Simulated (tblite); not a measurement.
C4H6NSi (doublet state).
Structure used (GFN2-xTB), in Å, numbered top down from 1:
```
atom  x, y, z in Å
C1     2.239   -1.087    0.035
C2     1.885    0.039   -0.474
Si3    0.128    0.834   -0.467
C4    -1.019   -0.400    0.451
C5    -2.353    0.106    0.499
N6    -3.413    0.536    0.520
H7     1.781   -1.887    0.573
H8     2.603    0.669   -0.984
H9     0.173    2.106    0.256
H10   -0.326    1.007   -1.848
H11   -1.029   -1.364   -0.060
H12   -0.668   -0.560    1.472
```

Calculated harmonic vibrations of the isolated species, GFN2-xTB (tblite), most abundant isotopes, no scaling. Errors from tens to a few hundred cm⁻¹ against measured bands are possible. Modes of hydrogen on silicon can be 10 to 20 % off. One conformer, not necessarily the lowest. Open shells enter through the occupations alone, without spin polarisation, and single modes of such species can be off by tens of per cent.

Harmonic wavenumbers (cm⁻¹): 45.2, 65.1, 93.0, 158.2, 318.9, 375.4, 395.9, 456.0, 513.5, 572.6, 595.8, 686.7, 719.4, 757.7, 765.3, 771.5, 910.7, 1016.3, 1075.9, 1138.8, 1174.5, 1410.5, 1699.9, 2264.6, 2271.7, 2401.7, 2969.7, 2977.2, 2992.0, 3165.9.

A = 8606, B = 1381, C = 1216 MHz; mass 96.027 u (most abundant isotopes); point group Cs, symmetry number 1; spin multiplicity 2.

**Question.** Zero-point energy?

**Answer.** Half the sum of the wavenumbers: 17380 cm⁻¹ = 49.69 kcal/mol.

**Question.** Give the ideal-gas entropy at 200 K and 1 bar in the rigid-rotor, harmonic-oscillator model (classical rotation).

**Answer.** Translation 37.64, rotation 26.31, vibration 15.36, spin (R ln 2) 1.38: S = 80.7 cal/(mol K).

**Question.** And Cp and H(200 K) − H(0)?

**Answer.** Cp = 23.43 cal/(mol K), of which vibrations give 15.48 (their classical limit is 30 R = 59.6); H(200 K) − H(0) = 3.18 kcal/mol without the zero-point energy, 1.59 from vibrations.

**Question.** What must be added to the electronic energy to get the Gibbs energy at 200 K and 1 bar?

**Answer.** ZPE + [H(200 K) − H(0)] − T·S = 49.69 + 3.18 − 16.14 = 36.73 kcal/mol.

**Question.** Which modes carry the vibrational entropy at 200 K?

**Answer.** 45.2 cm⁻¹: 4.23; 65.1 cm⁻¹: 3.51; 93.0 cm⁻¹: 2.82; 158.2 cm⁻¹: 1.83; 318.9 cm⁻¹: 0.72; 375.4 cm⁻¹: 0.52 cal/(mol K); the other 24 give 1.71 together.

**Question.** Blend soft modes into free rotors: weight 1/[1 + (100 cm⁻¹/ν̃)⁴] for the oscillator and the rest for a rotor with moment μB/(μ + B), μ = h/(8π²ν), B = 10⁻⁴⁴ kg m². What vibrational entropy results?

**Answer.** 13.75 cal/(mol K) in place of 15.36, which changes −T·S at 200 K by +0.32 kcal/mol.

Hindered rotation and anharmonicity are outside this model. Other conformers, if any are populated, would add a mixing term that is left out.

Hardware: Arm Neoverse V2, one thread, shared host with 96 logical CPUs at a one-minute load of 35. Cost: 0.24 s. The figure is for the frequency step alone.
